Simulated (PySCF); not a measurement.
BCl₂, SMILES Cl[B+]Cl, charge +1. Coordinates come from a B3LYP-D3(BJ)/def2-TZVP optimisation.

Computed equilibrium geometry at B3LYP-D3(BJ)/def2-TZVP (PySCF confirms it by a frequency run) as Cartesian coordinates in Å, and its point group:
point group D∞h.
```xyz
3

B      0.0000     0.0000     0.0000
Cl     0.0000     0.0000    -1.6135
Cl     0.0000     0.0000     1.6135
```
Charge +1, spin multiplicity 1.
